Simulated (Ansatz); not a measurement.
Method: frozen-core CCSD(T)/cc-pVTZ // B3LYP-D3(BJ)/def2-TZVP (Ansatz, an electronic-structure program).

Ansatz 0.2 input:
```yaml
crystal:
  periodic: [false, false, false]
  atoms:
    - { symbol: S, position_ang: [-0.857505, 2.189736, 0.977985] }
    - { symbol: Ga, position_ang: [0.007675, 0.278111, 0.286945] }
    - { symbol: S, position_ang: [-0.969701, -0.817037, -1.37113] }
    - { symbol: S, position_ang: [1.831278, -0.432473, 1.317085] }
    - { symbol: H, position_ang: [-1.866113, 2.156401, 0.089687] }
    - { symbol: H, position_ang: [-0.084556, -1.828123, -1.369901] }
    - { symbol: H, position_ang: [1.938923, -1.546616, 0.573593] }
basis:
  gaussian: { orbitals: cc-pVTZ }
correlation:
  method: ccsd_t
```

Output:

```
Functional definition: HF
1103 factors; integrals over basis functions are off by at most 1.0e-3 eV
mean field evaluation 1: about -84837.9555 eV, gradient 2.1e1 eV
mean field evaluation 2: about -84838.0904 eV, gradient 2.1e1 eV
mean field evaluation 4: about -84839.8706 eV, gradient 3.0e0 eV
mean field evaluation 8: about -84839.9192 eV, gradient 2.4e-1 eV
mean field evaluation 16: about -84839.4216 eV, gradient 1.0e1 eV
mean field -84839.91953149 eV, -3117.8095362194 hartree, gradient 7.1e-6 eV, S^2 0.000000; 0 other end points of the search recorded, 0 dependent functions left out
24 core orbitals not correlated
reference -84839.91953149 eV, -3117.8095362194 hartree; 17, 17 occupied and 146, 146 virtual orbitals, 1103 factors
second order -18.58247915 eV of doubles, -0.00000000 eV of singles
cycle   1  -19.36165036 eV  change   -7.8e-1 eV  update   1.1e-1
cycle   2  -19.91140847 eV  change   -5.5e-1 eV  update   3.0e-2
cycle   3  -19.99760981 eV  change   -8.6e-2 eV  update   1.5e-2
cycle   4  -19.99122460 eV  change    6.4e-3 eV  update   3.4e-3
cycle   5  -19.98985166 eV  change    1.4e-3 eV  update   1.2e-3
cycle   6  -19.98926693 eV  change    5.8e-4 eV  update   3.7e-4
cycle   7  -19.98921801 eV  change    4.9e-5 eV  update   1.2e-4
cycle   8  -19.98926375 eV  change   -4.6e-5 eV  update   3.7e-5
cycle   9  -19.98926594 eV  change   -2.2e-6 eV  update   1.3e-5
perturbative correction -1.00384501 eV, -0.0368906236 hartree
Total energy: -84860.91264244 eV, -3118.5810188171 hartree
```

Cost: roughly 2.0 core-minutes.
